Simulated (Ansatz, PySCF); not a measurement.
The pair A = SiH4 (SMILES [SiH4]) (first 5 atoms), B = CH3F (SMILES CF); geometry from B3LYP-D3(BJ)/def2-TZVP.
(charge 0, multiplicity 1):
```xyz
10

Si     0.12860    -0.11518     0.19653
H      0.47176    -1.52352     0.48203
H     -1.24485     0.18357     0.65978
H      0.19705     0.11725    -1.26638
H      1.08660     0.79310     0.86536
C     -0.42567     0.74093     3.85550
F     -0.04909    -0.48778     3.32003
H     -1.39681     1.01744     3.44456
H     -0.48647     0.64254     4.93954
H      0.32389     1.48430     3.58346
```

Correlated levels freeze the cores. CBS: X⁻³ extrapolation of the correlation energy, Hartree–Fock from the larger set. MP2 and its Hartree–Fock in aug-cc-pV(T+d)Z are density fitted.

The values were computed with Ansatz (Gaussian orbitals); PySCF for the dispersion terms. Values without a source in brackets are computed.

The monomers are drawn apart, rigid, along the line of their centres of mass. Counterpoise-corrected interaction energies (kcal/mol):

```tsv
level	R = 4.658 Å	R = 5.918 Å
PBE/def2-TZVPPD	-0.2865	-0.0571
PBE-D3(BJ)/def2-TZVPPD	-0.5471	-0.1246
wB97M-V/def2-TZVPPD	-0.4763	-0.1228
MP2/CBS(aug-cc-pV(D+d)Z, aug-cc-pV(T+d)Z) + ΔCCSD(T)/aug-cc-pV(D+d)Z	-0.4665	-0.1188
```

Task: R is the distance of the centres of mass. Find the local exponent m of E ∝ R⁻ᵐ between the two points.

Result: 
m = ln(E₁/E₂)/ln(R₂/R₁): PBE/def2-TZVPPD 6.7; PBE-D3(BJ)/def2-TZVPPD 6.2; wB97M-V/def2-TZVPPD 5.7; MP2/CBS(aug-cc-pV(D+d)Z, aug-cc-pV(T+d)Z) + ΔCCSD(T)/aug-cc-pV(D+d)Z 5.7. For scale, two fixed dipoles give m = 3, dipole and quadrupole 4, quadrupoles 5, and dispersion or dipole-induced dipole 6 at long range; at these distances several terms mix, and what is left of overlap and damping shifts m, so it need not match one of them.

Ansatz is a quantum-chemistry and plane-wave program.
